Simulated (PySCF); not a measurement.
**Telling isomers of C$_{4}$H$_{14}$Si$_{3}$ apart by NMR**

- PBE0-D3(BJ)/def2-SVP geometry
- PBE0/pcSseg-1 with gauge-including orbitals
- code: PySCF 2.14.0 with density-fitted response routines
- one computed conformer, no solvent, rapidly exchanging positions averaged, no relativistic terms

δ = σ(ref) − σ, references computed at the same level: TMS for ¹H (σref 31.27) and ¹³C (σref 184.41). Where no couplings were computed, multiplicities follow the n + 1 count of equivalent neighbours, and m marks all less simple cases (inequivalent or close neighbours, rings, F or P nearby). Shifts are as computed. Against solution values, carbons near 30 ppm lie about +2 ppm off and those near 130 ppm about +5 ppm. Of 1309 compounds with measured shifts, 239 miss one by over three times the rms of a fit or turn the order of signals round; such compounds aren't used in these exercises.

(1) Tabulate the signals of `[SiH3]C([SiH3])([SiH3])C1CC1`, `[SiH3][SiH]([SiH3])C1CCC1`, `C=C(C)C([SiH3])([SiH3])[SiH3]` and their relative energies.

(2) What is the quickest way to tell [SiH3]C([SiH3])([SiH3])C1CC1 from [SiH3][SiH]([SiH3])C1CCC1?

(3) What is the quickest way to tell [SiH3]C([SiH3])([SiH3])C1CC1 from C=C(C)C([SiH3])([SiH3])[SiH3]?

(4) What is the quickest way to tell [SiH3][SiH]([SiH3])C1CCC1 from C=C(C)C([SiH3])([SiH3])[SiH3]?

## Answers

(1) 
| SMILES | carbon types | δC | δH | E rel. (kcal/mol) |
| --- | --- | --- | --- | --- |
| [SiH3]C([SiH3])([SiH3])C1CC1 | 1×C 1×CH 2×CH2 | 14.8, 4.9, -7.2 | 3.94 (s, 9H), 0.60 (m, 2H), 0.57 (m, 1H), 0.48 (m, 2H) | 9.2 |
| [SiH3][SiH]([SiH3])C1CCC1 | 1×CH 3×CH2 | 30.5, 25.8, 20.5 | 3.72 (m, 1H), 3.51 (d, 6H), 2.23 (m, 1H), 2.00 (m, 2H), 1.96 (m, 2H), 1.94 (m, 1H), 1.78 (m, 1H) | 0.0 |
| C=C(C)C([SiH3])([SiH3])[SiH3] | 2×C 1×CH2 1×CH3 | 154.2, 121.3, 26.7, 1.2 | 5.28 (m, 1H), 5.27 (m, 1H), 4.10 (s, 9H), 1.96 (s, 3H) | 4.1 |

Energies are electronic energies at PBE0/pcSseg-1 on these geometries, without zero-point or thermal terms, each for the one conformer computed, which needn't be the lowest.

(2) Both give the same number of carbon signals, but DEPT or the intensities differ. The first has a fully substituted sp3 carbon bonded to 3 Si (C) at -7.2 ppm, the second an sp3 CH2 in a ring at 30.5 ppm. Their most deshielded carbons lie at 14.8 and 30.5 ppm.

(3) Count the carbon signals: 3 against 4. The first has a three-membered-ring carbon (CH) at 14.8 ppm, the second a fully substituted alkene carbon (C) at 154.2 ppm. In the proton spectra the most deshielded non-exchanging signals are 3.94 (s, 9H) and 5.28 (m, 1H).

(4) Count the carbon signals: 3 against 4. The first has an sp3 CH2 in a ring at 30.5 ppm, the second a fully substituted alkene carbon (C) at 154.2 ppm. In the proton spectra the most deshielded non-exchanging signals are 3.72 (m, 1H) and 5.28 (m, 1H).
